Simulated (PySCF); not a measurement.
Species: C₄H₅AlO.
Cartesian coordinates in Å at the PBE0-D3(BJ)/def2-SVP level; atoms count from 1:
```xyz
11
C4H5AlO angstrom
Al     2.3980    0.2201   -0.0142
C      0.4466    0.0308   -0.0008
C     -0.4539   -0.7753    0.6540
C     -1.7606   -0.3983    0.2192
C     -1.5717    0.6142   -0.6734
O     -0.2623    0.8792   -0.8141
H      3.1072    1.2131    1.0031
H      3.2740   -0.6244   -1.0354
H     -0.2120   -1.5574    1.3726
H     -2.7128   -0.8231    0.5291
H     -2.2538    1.2201   -1.2654
```

Linear response at CAM-B3LYP/def2-SVPD (PySCF, frozen core in the response, non-relativistic).

Static isotropic polarisability: 75.58 au (11.20 Å³), principal values 57.7, 70.9, 98.1 au.

Problem. What is the polarisability at 1064 nm and at the sodium D line?

Solution. 76.56 au at 1064 nm (+1.3 %), 78.95 au at 589.3 nm (+4.5 %). The rise at 589.3 nm is 3.43 times that at 1064 nm; a pure ω² law gives 3.26. The lowest singlet lies at 298 nm, shorter than both wavelengths.

Problem. What is the isotropic C6 coefficient between two such molecules, C6 = (3/π)∫α(iω)² dω?

Solution. 1963 au (Eh·bohr⁶) by a ten-point quadrature over imaginary frequencies, which is 1170 eV·Å⁶ or 113 J·nm⁶/mol.

Problem. Which effective excitation energy ω̄ makes London's formula C6 = (3/4)α²ω̄ exact here?

Solution. ω̄ = 4·C6/(3α²) = 0.458 Eh = 12.5 eV. A one-pole form α(ω) = α/(1 − ω²/ω̄²) fitted to the 1064 nm value gives 10.3 eV.

Problem. What molar refraction at the D line follows from R = (4π/3)·N_A·α′, with α′ the polarisability volume?

Solution. α′ = 11.70 Å³ gives R = 29.51 cm³/mol, for isolated, non-vibrating species.

Problem. The lowest 6 singlets have (eV, f): 4.16, 0.000; 5.52, 0.000; 5.81, 0.024; 5.93, 0.320; 6.06, 0.001; 6.26, 0.000. What share of the static polarisability do they carry in the sum over states α = Σ f/ω²?

Solution. 7.30 au, 9.7 % of α; the largest term, 6.75 au, is that of the state at 5.93 eV. Their oscillator strengths add up to 0.35. Higher states carry the rest.

Problem. What n − 1 at the D line would an ideal gas of it have at 273.15 K and 1 atm (2.6868 × 10¹⁹ cm⁻³), by n − 1 = 2π·N·α′?

Solution. 19.75 × 10⁻⁴, a formal value whether or not that pressure can be reached.

Problem. What does −C6/R⁶ come to at R = 10 Å between centres?

Solution. -110 J/mol. This is the leading, orientation-averaged term; C8 and higher terms are left out.

Problem. How many electrons N does the Slater–Kirkwood formula C6 = (3/4)·√N·α^(3/2) need to give this C6?

Solution. N = (4·C6/3)²/α³ = 15.9; the species has 50 electrons in all.

Problem. What three-body coefficient follows from the one-pole estimate C9 = (3/4)·α·C6?

Solution. 111000 au. This is an estimate from the two numbers above, not a computed integral.

Cost: about 24 s of CPU time on one thread; the machine was shared, so the figure is rough. This is the whole response run at CAM-B3LYP/def2-SVPD, SCF included.
